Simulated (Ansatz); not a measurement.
Molecule: azaniumylboranuide, sum formula BNH₆, charge 0, multiplicity 1. 
Geometry from a B3LYP-D3(BJ)/def2-TZVP (Ansatz, a quantum-chemistry and plane-wave program) optimisation:
SMILES: [NH3+][BH3-]
```xyz
8

B     -0.9205     0.1288    -0.0265
N      0.7210    -0.1009     0.0208
H     -1.3171    -0.6321    -0.8771
H     -1.0639     1.2934    -0.3145
H     -1.3056    -0.1454     1.0853
H      0.9465    -1.0627     0.2580
H      1.1524     0.5023     0.7152
H      1.1430     0.1067    -0.8798
```
Charge 0, spin multiplicity 1.

Total electronic energies in hartree. Correlated levels leave the core frozen unless marked. Spin-orbit coupling is left out. Non-relativistic. FCI takes restricted orbitals. CBS(X,Y): correlation extrapolated as X^-3; Hartree-Fock from the larger set. [CCSD(T)-MP2]/basis is that difference in the basis named.

| level | program | energy (Eh) |
|---|---|---|
| HF/def2-SVPD | Ansatz | -82.56412 |
| RI-HF/def2-QZVPP | Ansatz | -82.65964 |
| PBE-D3(BJ)/def2-TZVPD | Ansatz + dftd3 | -83.12157 |
| BLYP-D3(BJ)/def2-TZVPD | Ansatz + dftd3 | -83.20253 |
| PBE0/def2-SVP | Ansatz | -83.04052 |
| PBE0-D4/def2-TZVP | Ansatz + dftd4 | -83.13751 |
| BHLYP/def2-TZVPD | Ansatz | -83.19304 |
| r2SCAN0-D4/def2-TZVPD | Ansatz + dftd4 | -83.18242 |
| HSE06/def2-TZVPD | Ansatz | -83.13039 |
| B2PLYP-D3(BJ)/def2-TZVPD | Ansatz + dftd3 | -83.16249 |
| B2PLYP-D4/def2-TZVPD | Ansatz + dftd4 | -83.16189 |
| PBE-QIDH/def2-TZVPD | Ansatz | -83.12245 |
| MP2/cc-pVTZ | Ansatz | -83.02045 |
| MP2/def2-TZVPP | Ansatz | -83.02211 |
| RI-MP2/aug-cc-pVQZ | Ansatz | -83.05192 |
| RI-MP2/cc-pVTZ | Ansatz | -83.02034 |
| RI-MP2/def2-QZVPP | Ansatz | -83.04959 |
| SCS-MP2/def2-TZVPPD | Ansatz | -83.03411 |
| CCSD/def2-TZVPPD | Ansatz | -83.05429 |
| FCI/STO-3G | Ansatz | -81.72963 |
| RI-MP2/CBS(aug-cc-pVTZ,aug-cc-pVQZ)+[CCSD(T)-MP2]/aug-cc-pVTZ | Ansatz | -83.1097 |
| RI-MP2/CBS(cc-pVTZ,cc-pVQZ)+[CCSD(T)-MP2]/cc-pVTZ | Ansatz | -83.1093 |
| RI-MP2/CBS(def2-TZVPP,def2-QZVPP)+[CCSD(T)-MP2]/def2-TZVPP | Ansatz | -83.1097 |

Totals of different functionals don't rank their quality; only differences between species are comparable.
